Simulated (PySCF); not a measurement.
# Telling isomers of C8H15P apart by NMR

Theoretical values (PySCF 2.14): GIAO PBE0/pcSseg-1 shieldings, GFN2-xTB geometry. No relativistic terms, no solvent, fast rotation and ring inversion assumed for equivalent nuclei, one computed conformer.

δ = σ(ref) − σ, references computed at the same level: $^{1}$H and $^{13}$C vs TMS. Splittings of carbon signals by F and P are missing where no couplings were computed. Where no couplings were computed, multiplicities follow the n + 1 count of equivalent neighbours, and m marks all less simple cases (inequivalent or close neighbours, rings, F or P nearby). Shifts are as computed. Against solution values, carbons near 30 ppm lie about +3 ppm off and those near 130 ppm about +5 ppm. Of 1211 compounds with measured shifts, 218 miss one by over three times the rms of a fit or turn the order of signals round; such compounds aren't used in these exercises.

(1) Tabulate the signals of `C#C[P@@](C)(=CC)C(C)C`, `C/C=C/P=C\C(C)(C)C` and their relative energies.

(2) What is the quickest way to tell C#C[P@@](C)(=CC)C(C)C from C/C=C/P=C\C(C)(C)C?

## Answers

(1) 
```tsv
SMILES	carbon types	δC	δH	E rel. (kcal/mol)
C#C[P@@](C)(=CC)C(C)C	1×C 3×CH 4×CH3	106.9, 89.8, 31.9, 26.4, 18.8, 17.2, 12.4, 10.9	2.89 (m, 1H), 2.27 (m, 1H), 1.66 (m, 3H), 1.34 (m, 3H), 1.31 (m, 3H), 1.30 (m, 3H), 1.17 (m, 1H)	50.9
C/C=C/P=C\C(C)(C)C	1×C 3×CH 4×CH3	200.7, 153.9, 145.0, 40.7, 34.5, 25.6	8.09 (m, 1H), 8.02 (m, 1H), 6.58 (m, 1H), 2.18 (d, 3H), 1.35 (s, 9H)	0.0
```

Energies are electronic energies at PBE0/pcSseg-1 on these geometries, without zero-point or thermal terms, each for the one conformer computed, which needn't be the lowest.

(2) Count the carbon signals: 8 against 6. The first has a carbon double-bonded to a heavier main-group atom (CH) at 31.9 ppm, the second a carbon double-bonded to a heavier main-group atom (CH) at 200.7 ppm. Their most deshielded carbons lie at 106.9 and 200.7 ppm. In the proton spectra the most deshielded non-exchanging signals are 2.89 (m, 1H) and 8.09 (m, 1H).
